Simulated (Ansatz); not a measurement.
```yaml
crystal:
  periodic: [false, false, false]
  atoms:
    - {symbol: C, position_ang: [-0.765716, -0.907779, 0.745369]}
    - {symbol: N, position_ang: [0.144199, -0.184853, 0.057025]}
    - {symbol: C, position_ang: [1.434489, -0.414617, 0.253719]}
    - {symbol: B, position_ang: [-0.286968, 1.174335, -0.883920]}
    - {symbol: O, position_ang: [0.770620, 1.694513, -1.529873]}
    - {symbol: O, position_ang: [-1.423169, 1.483505, -0.707713]}
    - {symbol: H, position_ang: [-1.976506, -0.623581, 0.816352]}
    - {symbol: H, position_ang: [-0.893211, -2.005017, 0.426731]}
    - {symbol: H, position_ang: [-0.420415, -0.928306, 1.713918]}
    - {symbol: H, position_ang: [2.141012, 0.038212, -0.371578]}
    - {symbol: H, position_ang: [1.973853, -0.499913, 1.474323]}
    - {symbol: H, position_ang: [1.445749, -1.636035, -0.345183]}
    - {symbol: H, position_ang: [0.289651, 2.439515, -1.724177]}
    - {symbol: H, position_ang: [-2.257943, 1.051039, -0.217195]}
basis:
  gaussian: {orbitals: cc-pVTZ-DK, fitting: {mean_field: def2-universal-jkfit}}
magnetization: {spin_polarized: true, initial_magnetization: 2}
hamiltonian: {xc: {name: r2SCANh}}
scf: {lower_state_search: light}
relax: {f_tol: 0.001, max_steps: 1}
output: {forces: true}
```

```sh
$ ansatz run in.yaml --threads 4 --pin off --events-out ev --progress --plain --max-ram 11315MiB
```

Shortened log:

```
Functional definition: r2SCANh
600 factors; integrals over basis functions are off by at most 1.1e0 eV
mean field evaluation 1: about -8449.2566 eV, gradient 6.0e1 eV
mean field evaluation 2: about -8431.1396 eV, gradient 8.7e1 eV
mean field evaluation 4: about -8461.5144 eV, gradient 1.2e1 eV
mean field evaluation 8: about -8462.4858 eV, gradient 3.5e-1 eV
mean field evaluation 16: about -8462.4896 eV, gradient 3.4e-3 eV
mean field -8462.48961745 eV, -310.9907573598 hartree, gradient 5.2e-5 eV, S^2 2.014901; 3 other end points of the search recorded, 0 dependent functions left out
reference -8462.48963326 eV, -310.9907579408 hartree; 25, 23 occupied and 267, 269 virtual orbitals, 600 factors
relax step   1: F+E_penalty+E_count = -8462.48961745 eV  Δ(F+E_penalty+E_count) = +0.000e0 eV  max|allowed force component| = 7.561e0 eV/Å  Δτ_max = 0.0000 Å  (71 SCF iters, accepted)
Error: geometry relaxation did not converge after 1 steps: max|allowed force component| = 7.56e0 eV/Å (threshold 1.0e-3). Raise `relax.max_steps` over both its present limit and 1, loosen `relax.f_tol`, or start from a geometry closer to equilibrium. Where this run's directory can be resumed (`checkpoint.write`), a resume goes on for up to `relax.max_steps` more
```

Question: What is wrong with this run?

Answer: The relaxation is allowed too few steps for its threshold. The run did not converge.
